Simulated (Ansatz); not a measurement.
Reaction (redistribution): `[NH2][ZnH]` + `[SiH3][O][ZnH]` → `[NH2][Zn][O][SiH3]` + `[ZnH2]`

Program: Ansatz. Geometries: PBE0-D4/def2-TZVP. ΔE: electronic, gas phase. CBS: MP2 limit from def2 TZ/QZ plus the TZ coupled-cluster correction, frozen cores. DFT in def2-TZVPP. B3LYP here is the variant with VWN-RPA as its local correlation; programs differ in this. HSE06 is defined as in plane-wave codes. For Zn outer-core shells are correlated without core-valence functions, which leaves a few kJ/mol of doubt a bond. Scalar relativity is left out up to krypton. Each species was taken in one conformer, which may not be the lowest.

`[NH2][ZnH]`:

```xyz
5

N     0.591   -0.419    0.417
Zn   -0.538    0.532   -0.642
H     0.470   -1.416    0.514
H     0.885   -0.041    1.306
H    -1.407    1.343   -1.594
```

`[SiH3][O][ZnH]`:

```xyz
7

Si    0.163    0.070   -1.137
O     0.230    0.336    0.457
Zn   -0.231   -0.039    2.117
H     0.424   -1.363   -1.466
H     1.185    0.898   -1.833
H    -1.176    0.420   -1.692
H    -0.596   -0.322    3.554
```

`[NH2][Zn][O][SiH3]`:

```xyz
9

N    -0.352   -1.950    2.101
Zn   -0.294   -0.890    0.639
O    -0.358    0.007   -0.877
Si    0.184    1.348   -1.609
H     0.536   -2.336    2.395
H    -0.793   -1.544    2.916
H    -0.045    2.566   -0.775
H     1.648    1.269   -1.885
H    -0.526    1.531   -2.904
```

`[ZnH2]`:

```xyz
3

Zn    0.000    0.000    0.000
H     0.578    0.894   -1.119
H    -0.578   -0.894    1.119
```

```tsv
level	ΔE (eV)
B3LYP-D4	0.21
B2PLYP	0.21
r2SCAN0	0.21
HSE06	0.20
CCSD/def2-SVP	0.19
HF/def2-QZVPP	0.17
SCS-MP2/def2-QZVPP	0.19
CCSD/CBS(def2)	0.19
```

Question: What does CCSD(T)/CBS give? (Best estimate.)

Answer: The calculation gave: +0.19 eV. The listed levels differ from it by 0.02, 0.02, 0.02, 0.01, 0.00, -0.02, 0.00, 0.00 eV.

Largest T1 diagnostic among the species: 0.016.

Leaving LDA and LC-ωPBE aside and taking each functional with its dispersion term where it has one, the values, not all of them listed here, spread over 0.04 eV, from B97M-V to r2SCAN-D4. LDA lies +0.04 eV from PBE without D4.
